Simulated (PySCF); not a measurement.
PySCF input for CrCl3, SMILES [Cl][Cr]([Cl])[Cl] (connectivity only; charge and spin as stated), neutral, multiplicity 4, TDA-PBE/def2-SVPD. The structure is a stationary point at B3LYP-D3(BJ)/def2-SVP. A frequency run showed that this geometry is not a minimum. The spin state was assumed, not searched.

```python
import numpy as np
from pyscf import gto, scf, dft, tdscf

mol = gto.M(
    atom='''
    Cr    0.00000000    0.00000000    0.00000000
    Cl    2.14012988    0.00000000    0.00000000
    Cl   -1.07006494   -1.85340685    0.00000000
    Cl   -1.07006495    1.85340685    0.00000000
    ''',
    basis='def2-SVPD',
    charge=0,
    spin=3,
    max_memory=1600,
    verbose=4,
)
mf = dft.UKS(mol, xc='pbe').density_fit(auxbasis='def2-universal-jkfit')
mf.grids.level = 3
mf.conv_tol = 1e-9
mf.max_cycle = 100
mf.kernel()
fine, coarse = mf.grids, dft.Grids(mol).set(level=1).build(with_non0tab=True)
for _ in range(3):  # follow internal instabilities
    mf.grids = coarse
    mo, _, stable, _ = mf.stability(return_status=True, nroots=4)
    mf.grids = fine
    if stable:
        break
    mf.kernel(mf.make_rdm1(mo, mf.mo_occ))
mf.grids = dft.Grids(mol).set(level=1).build(with_non0tab=True)  # coarser grid for the response kernel
td = tdscf.TDA(mf)
td.nstates = 10
td.conv_tol = 1e-4
td.positive_eig_threshold = 1e-6
td.kernel(x0=td.get_init_guess(mf, 15))
td.analyze()
```

Program output:

```
PySCF version 2.14.0

[INPUT] verbose = 4
[INPUT] num. atoms = 4
[INPUT] num. electrons = 75
[INPUT] charge = 0
[INPUT] spin (= nelec alpha-beta = 2S) = 3
[INPUT] symmetry False subgroup None
[INPUT] Mole.unit = angstrom
[INPUT] Symbol           X                Y                Z      unit          X                Y                Z       unit  Magmom
[INPUT]  1 Cr     0.000000000000   0.000000000000   0.000000000000 AA    0.000000000000   0.000000000000   0.000000000000 Bohr   0.0
[INPUT]  2 Cl     2.140129880000   0.000000000000   0.000000000000 AA    4.044259344198   0.000000000000   0.000000000000 Bohr   0.0
[INPUT]  3 Cl    -1.070064940000  -1.853406850000   0.000000000000 AA   -2.022129672099  -3.502431343893   0.000000000000 Bohr   0.0
[INPUT]  4 Cl    -1.070064950000   1.853406850000   0.000000000000 AA   -2.022129690996   3.502431343893   0.000000000000 Bohr   0.0

nuclear repulsion = 426.422376073411
number of shells = 45
number of NR pGTOs = 211
number of NR cGTOs = 115
basis = def2-SVPD
ecp = {}


******** <class 'pyscf.df.df_jk.DFUKS'> ********
method = DFUKS
initial guess = minao
damping factor = 0
level_shift factor = 0
DIIS = <class 'pyscf.scf.diis.CDIIS'>
diis_start_cycle = 1
diis_space = 8
diis_damp = 0
SCF conv_tol = 1e-09
SCF conv_tol_grad = None
SCF max_cycles = 100
direct_scf = False
number electrons alpha = 39  beta = 36
XC library pyscf.dft.libxc version 7.1.2
    S. Lehtola, C. Steigemann, M. J. T. Oliveira, and M. A. L. Marques,  SoftwareX 7, 1–5 (2018)
XC functionals = pbe
    J. P. Perdew, K. Burke, and M. Ernzerhof,  Phys. Rev. Lett. 77, 3865 (1996)
    J. P. Perdew, K. Burke, and M. Ernzerhof,  Phys. Rev. Lett. 78, 1396 (1997)
    J. P. Perdew, K. Burke, and M. Ernzerhof,  Phys. Rev. Lett. 77, 3865 (1996)
    J. P. Perdew, K. Burke, and M. Ernzerhof,  Phys. Rev. Lett. 78, 1396 (1997)
radial grids:
    Treutler-Ahlrichs [JCP 102, 346 (1995); DOI:10.1063/1.469408] (M4) radial grids

becke partition: Becke, JCP 88, 2547 (1988); DOI:10.1063/1.454033
pruning grids: <function nwchem_prune>
grids dens level: 3
symmetrized grids: False
atomic radii adjust function: <function treutler_atomic_radii_adjust>
small_rho_cutoff = 0
Set gradient conv threshold to 3.16228e-05
tot grids = 77544
init E= -2423.92806722599
  alpha nocc = 39  HOMO = -0.326923182092402  LUMO = -0.294098638463302
  beta  nocc = 36  HOMO = -0.357663605272936  LUMO = -0.349931798372477

WARN: HOMO -0.326923182092402 >= LUMO -0.349931798372477

cycle= 1 E= -2422.3901762107  delta_E= 1.54  |g|= 2.01  |ddm|= 2.42
  alpha nocc = 39  HOMO = 0.0163432419573948  LUMO = 0.0762865617231325
  beta  nocc = 36  HOMO = -0.261193221794233  LUMO = 0.00324306033867439

WARN: HOMO 0.0163432419573948 >= LUMO 0.00324306033867439

cycle= 2 E= -2414.46436969638  delta_E= 7.93  |g|=  3.5  |ddm|=   13
  alpha nocc = 39  HOMO = -0.333838350826716  LUMO = -0.281912762383929
  beta  nocc = 36  HOMO = -0.383994007909574  LUMO = -0.306237693938522
  HOMO = -0.333838350827  LUMO = -0.306237693939  gap/eV = 0.75105
cycle= 3 E= -2423.58522481636  delta_E= -9.12  |g|= 0.766  |ddm|= 12.9
  alpha nocc = 39  HOMO = -0.258658836403046  LUMO = -0.179345828486605
  beta  nocc = 36  HOMO = -0.298855889807164  LUMO = -0.181874959375643
  HOMO = -0.258658836403  LUMO = -0.181874959376  gap/eV = 2.08940
cycle= 4 E= -2423.80094218118  delta_E= -0.216  |g|= 0.382  |ddm|= 0.744
  alpha nocc = 39  HOMO = -0.239097473232615  LUMO = -0.141954146701249
  beta  nocc = 36  HOMO = -0.308949862319275  LUMO = -0.154770141734192
  HOMO = -0.239097473233  LUMO = -0.154770141734  gap/eV = 2.29466
cycle= 5 E= -2423.87331177372  delta_E= -0.0724  |g|= 0.109  |ddm|= 0.423
  alpha nocc = 39  HOMO = -0.246140732136956  LUMO = -0.150431412978837
  beta  nocc = 36  HOMO = -0.306321798554698  LUMO = -0.164779072225521
  HOMO = -0.246140732137  LUMO = -0.164779072226  gap/eV = 2.21396
cycle= 6 E= -2423.87919328068  delta_E= -0.00588  |g|= 0.0287  |ddm|= 0.106
  alpha nocc = 39  HOMO = -0.248697208415733  LUMO = -0.151405777009554
  beta  nocc = 36  HOMO = -0.309867495598196  LUMO = -0.165284116534187
  HOMO = -0.248697208416  LUMO = -0.165284116534  gap/eV = 2.26979
cycle= 7 E= -2423.87959232973  delta_E= -0.000399  |g|= 0.00758  |ddm|= 0.0262
  alpha nocc = 39  HOMO = -0.24780628636174  LUMO = -0.149918188667949
  beta  nocc = 36  HOMO = -0.309305711212466  LUMO = -0.163591524168808
  HOMO = -0.247806286362  LUMO = -0.163591524169  gap/eV = 2.29160
cycle= 8 E= -2423.87962512831  delta_E= -3.28e-05  |g|= 0.00171  |ddm|= 0.00862
  alpha nocc = 39  HOMO = -0.247742805716676  LUMO = -0.149557319013677
  beta  nocc = 36  HOMO = -0.309472500262796  LUMO = -0.163180404243062
  HOMO = -0.247742805717  LUMO = -0.163180404243  gap/eV = 2.30106
cycle= 9 E= -2423.87962763464  delta_E= -2.51e-06  |g|= 0.00053  |ddm|= 0.00403
  alpha nocc = 39  HOMO = -0.247754283907925  LUMO = -0.149561584998211
  beta  nocc = 36  HOMO = -0.309482238111271  LUMO = -0.163165829689382
  HOMO = -0.247754283908  LUMO = -0.163165829689  gap/eV = 2.30177
cycle= 10 E= -2423.87962767391  delta_E= -3.93e-08  |g|= 0.000485  |ddm|= 0.00137
  alpha nocc = 39  HOMO = -0.247784796034099  LUMO = -0.149561731115511
  beta  nocc = 36  HOMO = -0.309494794692525  LUMO = -0.163152587045188
  HOMO = -0.247784796034  LUMO = -0.163152587045  gap/eV = 2.30296
cycle= 11 E= -2423.87962785644  delta_E= -1.83e-07  |g|= 1.69e-05  |ddm|= 0.000729
  alpha nocc = 39  HOMO = -0.247784444942506  LUMO = -0.149562000609612
  beta  nocc = 36  HOMO = -0.309495927187961  LUMO = -0.163153026917561
  HOMO = -0.247784444943  LUMO = -0.163153026918  gap/eV = 2.30294
cycle= 12 E= -2423.87962785659  delta_E= -1.48e-10  |g|= 6.51e-06  |ddm|= 1.55e-05
  alpha nocc = 39  HOMO = -0.247780805679019  LUMO = -0.149557391184034
  beta  nocc = 36  HOMO = -0.309495700002286  LUMO = -0.16314881599636
  HOMO = -0.247780805679  LUMO = -0.163148815996  gap/eV = 2.30295
Extra cycle  E= -2423.87962785577  delta_E= 8.26e-10  |g|= 4.11e-05  |ddm|= 3.39e-05
converged SCF energy = -2423.87962785577  <S^2> = 3.8208024  2S+1 = 4.0352459
tot grids = 26400
uhf_internal: lowest eigs of H = [0.18922284 0.19055404 0.21951972 0.21953362]
<class 'pyscf.df.df_jk.DFUKS'> wavefunction is stable in the internal stability analysis
tot grids = 26400
Overwritten attributes  positive_eig_threshold  of <class 'pyscf.tdscf.uks.TDA'>


******** <class 'pyscf.tdscf.uks.TDA'> for <class 'pyscf.df.df_jk.DFUKS'> ********
nstates = 10
deg_eia_thresh = 1.000e-03
wfnsym = None
conv_tol = 0.0001
eigh lindep = 1e-12
eigh level_shift = 0
eigh max_cycle = 100


Excitation energies (eV)
[0.76024029 0.76936675 1.09270926 1.09272939 1.28376654 1.28389985
 2.6334037  2.63340644 3.01644071 3.01646048]

** Excitation energies and oscillator strengths **
Excited State   1:      0.76024 eV   1630.86 nm  f=0.0001
      38a ->   41a     -0.70612
      39a ->   40a      0.70621
Excited State   2:      0.76937 eV   1611.51 nm  f=0.0000
      38a ->   40a     -0.70634
      39a ->   41a     -0.70603
Excited State   3:      1.09271 eV   1134.65 nm  f=0.0000
      38a ->   40a     -0.70462
      39a ->   41a      0.70494
Excited State   4:      1.09273 eV   1134.63 nm  f=0.0000
      38a ->   41a      0.70483
      39a ->   40a      0.70473
Excited State   5:      1.28377 eV    965.78 nm  f=0.0012
      37a ->   41a     -0.99631
Excited State   6:      1.28390 eV    965.68 nm  f=0.0012
      37a ->   40a     -0.99631
Excited State   7:      2.63340 eV    470.81 nm  f=0.0103
      33a ->   41a     -0.13544
      34a ->   40a      0.13530
      36a ->   41a      0.95440
      36b ->   37b     -0.18161
Excited State   8:      2.63341 eV    470.81 nm  f=0.0103
      33a ->   40a     -0.13536
      34a ->   41a     -0.13533
      36a ->   40a     -0.95441
      36b ->   38b      0.18158
Excited State   9:      3.01644 eV    411.03 nm  f=0.0000
      35a ->   40a     -0.99706
Excited State  10:      3.01646 eV    411.03 nm  f=0.0000
      35a ->   41a     -0.99706

** Transition electric dipole moments (AU) **
state          X           Y           Z        Dip. S.      Osc.
  1         0.0000      0.0000     -0.0676      0.0046      0.0001
  2         0.0000     -0.0000     -0.0000      0.0000      0.0000
  3         0.0000      0.0000      0.0000      0.0000      0.0000
  4        -0.0000     -0.0000      0.0000      0.0000      0.0000
  5         0.0000     -0.1940      0.0000      0.0377      0.0012
  6         0.1941      0.0000      0.0000      0.0377      0.0012
  7        -0.4002     -0.0005      0.0000      0.1602      0.0103
  8        -0.0005      0.4003     -0.0000      0.1602      0.0103
  9        -0.0000     -0.0000     -0.0000      0.0000      0.0000
 10        -0.0000      0.0000     -0.0000      0.0000      0.0000

** Transition velocity dipole moments (imaginary part, AU) **
state          X           Y           Z        Dip. S.      Osc.
  1         0.0000     -0.0000     -0.0025      0.0000      0.0002
  2        -0.0000      0.0000     -0.0000      0.0000      0.0000
  3         0.0000     -0.0000     -0.0000      0.0000      0.0000
  4        -0.0000      0.0000     -0.0000      0.0000      0.0000
  5        -0.0000      0.0110      0.0000      0.0001      0.0017
  6        -0.0110     -0.0000      0.0000      0.0001      0.0017
  7         0.0460      0.0001      0.0000      0.0021      0.0146
  8         0.0001     -0.0460     -0.0000      0.0021      0.0146
  9         0.0000      0.0000     -0.0000      0.0000      0.0000
 10        -0.0000      0.0000      0.0000      0.0000      0.0000

** Transition magnetic dipole moments (imaginary part, AU) **
state          X           Y           Z
  1         0.0000     -0.0001     -0.0000
  2         0.0002      0.0000     -0.0000
  3         0.8166     -0.0000      0.0000
  4        -0.0000     -0.8166      0.0000
  5         0.0000      0.0000     -0.0000
  6        -0.0000     -0.0000     -0.0000
  7         0.0000     -0.0000     -0.0000
  8        -0.0000      0.0000      0.0001
  9         0.0001      0.4265      0.0000
 10         0.4265     -0.0001     -0.0000
```

The run converged.
